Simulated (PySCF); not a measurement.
BLYP on C⁻ (carbon, charge -1), [He] 2s2 2p3, high-spin 4S determinant. All numbers are calculated (PySCF 2.14, scalar relativity by spin-free X2C-1e, in aug-cc-pCVTZ-DK with one added diffuse shell each of s, p, d, f type (8s7p5d3f, 75 functions)).

```
cycle= 1 E= -37.7486036350349  delta_E= 0.153  |g|= 0.339  |ddm|= 2.42
cycle= 2 E= -37.670100276881  delta_E= 0.0785  |g|= 0.557  |ddm|= 3.05
cycle= 3 E= -37.8766795253575  delta_E= -0.207  |g|= 0.166  |ddm|= 1.14
cycle= 4 E= -37.6854434930112  delta_E= 0.191  |g|= 0.418  |ddm|= 2.68
cycle= 5 E= -37.9090746534769  delta_E= -0.224  |g|= 0.0777  |ddm|= 2.91
cycle= 6 E= -37.9123909586076  delta_E= -0.00332  |g|= 0.0377  |ddm|= 0.426
cycle= 7 E= -37.9146407930697  delta_E= -0.00225  |g|= 0.00785  |ddm|= 0.186
cycle= 8 E= -37.9146993422482  delta_E= -5.85e-05  |g|= 0.000731  |ddm|= 0.0265
cycle= 9 E= -37.9146998395278  delta_E= -4.97e-07  |g|= 0.000157  |ddm|= 0.00189
cycle= 10 E= -37.914699871464  delta_E= -3.19e-08  |g|= 4.3e-05  |ddm|= 0.000775
cycle= 11 E= -37.9146998740432  delta_E= -2.58e-09  |g|= 2.68e-06  |ddm|= 0.000184
cycle= 12 E= -37.9146998740531  delta_E= -9.88e-12  |g|= 7.24e-08  |ddm|= 9.58e-06
converged SCF energy = -37.9146998740531  <S^2> = 3.7537438  2S+1 = 4.0018715
```

Highest occupied orbital energy: 1.647 eV; ⟨L²⟩ = 0.00; populations by l: s 4.00, p 3.00, d 0.00, f 0.00.

Can this result be used?

With care. The run converged. At BLYP the highest occupied level has a positive energy, so only the finite basis holds that electron; in a semilocal or global hybrid functional this comes from self-interaction and does not mean that the real anion is unbound.
